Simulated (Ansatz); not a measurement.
Geometry optimisation, RKS PBE-D4/6-31G (Ansatz 0.2.0).

The input (input.yaml):

```yaml
crystal:
  periodic: [false, false, false]
  atoms:
    - { symbol: "N", position_ang: [-0.4072, -0.1067, 1.4066] }
    - { symbol: C, position_ang: [0.448, -0.441, 0.4228] }
    - { symbol: C, position_ang: [0.1776, -1.0676, -0.742] }
    - { symbol: F, position_ang: [-0.9761, -1.4355, -1.0226] }
    - { symbol: C, position_ang: [0.7431, 0.267, -0.8325] }
    - { symbol: O, position_ang: [-0.0462, 1.431, -1.2081] }
    - { symbol: F, position_ang: [2.1172, 0.3683, -1.1352] }
    - { symbol: H, position_ang: [-1.11324, 0.52865, 1.04543] }
    - { symbol: H, position_ang: [0.00552, 0.29638, 2.24093] }
    - { symbol: H, position_ang: [-0.4478, 1.7926, -0.3815] }
basis:
  gaussian: { orbitals: "6-31G" }
hamiltonian:
  xc: pbe
  dispersion: d4
relax:
  f_tol: 0.015
  max_steps: 40
```

Command:

```bash
$ ansatz run input.yaml --threads 1 --pin off --max-ram 2048MiB --backend cpu --events-out ev --progress --plain --runs-dir out
```

Question: Where does it end, and by what steps?

Answer: The forces met the threshold. Limits of this set-up: no polarisation functions. After 16 steps the energy has fallen by 2.599 eV; H8 moved furthest, 1.70 Å.

```
step  energy less start (eV)  largest force component (eV/Å)  accepted
   0                  0.0000                           7.106       yes
   1                 -1.1639                           1.837       yes
   2                 -1.6346                           0.935       yes
   3                 -1.9123                           0.697       yes
   4                 -2.1110                           1.085       yes
   5                 -2.2341                           1.512       yes
   6                 -2.3663                           0.682       yes
   7                 -2.4759                           0.314       yes
   8                 -2.5366                           0.383       yes
   9                 -2.5373                           1.378       yes
  10                 -2.5665                           0.843       yes
  11                 -2.5761                           0.646       yes
  12                 -2.5919                           0.219       yes
  13                 -2.5956                           0.172       yes
  14                 -2.5982                           0.076       yes
  15                 -2.5987                           0.043       yes
  16                 -2.5989                           0.015       yes
```

```xyz
10
Properties=species:S:1:pos:R:3
N -0.348 -0.038 1.731
C -0.125 -0.119 0.402
C -0.311 -0.650 -0.818
F -0.949 -1.649 -1.530
C 0.688 0.408 -0.775
O 0.601 1.716 -1.327
F 2.091 0.135 -0.789
H -0.949 -0.701 2.209
H 0.139 0.655 2.288
H -0.336 1.878 -1.597
```

Whether the end is a true minimum wasn't checked by a vibrational analysis.

Time of the run: 56 s on 1 thread of Arm Neoverse V2, with other jobs on the host, peak memory 0.17 GiB.
